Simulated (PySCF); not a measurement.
H₃O₃Pt, SMILES [OH][Pt]([OH])[OH] (connectivity only; charge and spin as stated), neutral, multiplicity 4. Coordinates come from a PBE-D3(BJ)/def2-SVP optimisation. The multiplicity is an assumed one; other spin states were not compared. The def2 effective core potentials stand for the cores of Pt; spin–orbit coupling is left out. The values are those of a single conformer.

Method: PySCF with PBE-D3(BJ)/def2-SVP.

Harmonic wavenumbers (cm⁻¹): 146, 149, 190, 281, 320, 377, 460, 603, 636, 714, 749, 758, 3599, 3680, 3684. Rotational constants (GHz): 6.637, 3.970, 2.505; symmetry number 1.

### Question
Work out the zero-point energy and the ideal-gas rigid-rotor harmonic-oscillator thermochemistry at 298.15 K and 1 atm.

### Answer
ZPE = ½ Σ hcν = ½ × 16348 cm⁻¹ = 97.78 kJ/mol. H − E(el) = 117.92 kJ/mol. Entropy in J/(mol K): translation 177.41, rotation 108.74, vibration 58.20, spin 11.53, total 355.88. G − E(el) = 11.81 kJ/mol. Cp = 100.66 J/(mol K). Modes under 150 cm⁻¹ make the vibrational entropy uncertain.
